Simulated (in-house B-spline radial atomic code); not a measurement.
A fraction x of an electron is moved 5s → 4f in Ba III (Ba2+), starting from [Kr] 4d10 5s2 5p6 and keeping the highest spin. Method: scalar-relativistic (X2C) RPBE, spin-polarised, spherical fractional occupations, Fermi nucleus of rms radius 4.8378 fm. Calculated with a B-spline radial code for spherical atoms.

```csv
x,E(x) - E(0) (eV),5s down level (eV),4f up level (eV)
0,0.0000,-45.873,-
0.125,4.4375,-45.757,-10.297
0.25,?,?,?
0.375,13.2809,-45.537,-10.253
0.5,17.6855,-45.432,-10.243
0.625,22.0780,-45.329,-10.239
0.75,26.4578,-45.228,-10.242
0.875,?,?,?
1,35.1770,-,-10.261
```

Task: What belongs in the row x = 0.25?

Result: An energy change of 8.8647 eV; 5s down at -45.645 eV, 4f up at -10.271 eV.

Task: What belongs in the row x = 0.875?

Result: An energy change of 30.8243 eV; 5s down at -45.127 eV, 4f up at -10.249 eV.

Task: Check Janak's theorem between x = 0.375 and 0.5.

Result: The slope of the energy is 35.24 eV; the orbital levels give 35.24 eV (ε of the receiving orbital less ε of the emptying one, averaged over the two points).
